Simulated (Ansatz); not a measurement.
The cluster Hf2N2. Total charge 0; quintet. Geometry r2SCAN-D4/def2-TZVP.

```xyz
4

Hf    0.7183    0.8852   -1.0265
Hf   -0.7167   -0.8870    1.0260
N     0.7480    0.4107    0.8776
N    -0.7495   -0.4090   -0.8771
```

In the def2 sets Hf takes a core potential; there is no spin–orbit coupling. HSE06 is defined as in plane-wave codes, on full-range PBE exchange. At PBE0-D4/def2-TZVP a broken-symmetry singlet of charge 0 lies 3.11 eV below the quintet, each at its own geometry. The structure comes from a short search, and lower isomers may exist.

(1) Estimate the α-spin orbital energies around the gap (eV) in Ansatz with PBE-D4/def2-TZVP, revPBE-D4/def2-TZVP, r2SCAN-D4/def2-TZVP, HSE06-D4/def2-TZVP, ωB97M-V/def2-TZVP.

## Answers

(1) 
```csv
orbital,PBE-D4/def2-TZVP,revPBE-D4/def2-TZVP,r2SCAN-D4/def2-TZVP,HSE06-D4/def2-TZVP,ωB97M-V/def2-TZVP
HOMO−13,-33.60,-33.61,-34.73,-35.79,-38.60
HOMO−12,-33.59,-33.60,-34.68,-35.78,-38.59
HOMO−11,-33.55,-33.54,-34.59,-35.69,-38.43
HOMO−10,-17.81,-17.80,-18.76,-19.82,-22.74
HOMO−9,-17.39,-17.39,-18.39,-19.43,-22.32
HOMO−8,-8.55,-8.49,-8.83,-9.56,-12.11
HOMO−7,-7.73,-7.66,-7.94,-8.62,-11.27
HOMO−6,-7.72,-7.66,-7.88,-8.56,-11.18
HOMO−5,-7.56,-7.49,-7.68,-8.32,-11.04
HOMO−4,-6.49,-6.41,-6.69,-7.26,-9.70
HOMO−3,-6.40,-6.33,-6.55,-7.11,-9.54
HOMO−2,-4.65,-4.62,-4.93,-5.12,-7.56
HOMO−1,-4.07,-4.05,-4.36,-4.53,-6.49
HOMO,-2.80,-2.77,-2.91,-3.01,-4.60
LUMO,-2.55,-2.51,-2.53,-2.32,-0.21
LUMO+1,-2.49,-2.43,-2.33,-1.98,-0.17
LUMO+2,-2.48,-2.41,-2.22,-1.92,0.65
LUMO+3,-2.28,-2.23,-2.12,-1.86,0.71
LUMO+4,-1.69,-1.63,-1.63,-1.40,0.90
LUMO+5,-1.23,-1.17,-0.95,-0.66,1.72
β HOMO,-6.22,-6.15,-6.32,-6.84,-9.28
β LUMO,-5.17,-5.07,-4.78,-4.34,-2.01
```
